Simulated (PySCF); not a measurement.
**Ionisation energy of Ba by level of theory**

Ba [Xe] 6s2 (1S) → Ba⁺ [Xe] 6s1 (2S), as a difference of total energies. Calculation: PySCF 2.14, in x2c-TZVPPall with one added diffuse shell each of s, p, d type (12s8p7d2f1g, 94 functions); scalar relativity by spin-free X2C-1e. Correlated levels: valence: [Xe] frozen. The calculations carry no spin-orbit coupling.

```tsv
method	ionisation energy (eV)	error (eV)
UHF	4.272	-0.940
MP2 (valence)	4.737	-0.475
SCS-MP2 (valence)	4.830	-0.382
CCSD (valence)	4.920	-0.292
```

Reference: 5.212 eV (measured; NIST Atomic Spectra Database, ionization energies).

Errors of the correlated levels include the incompleteness of this basis and the frozen core.

With two correlated electrons CCSD is exact in that space.
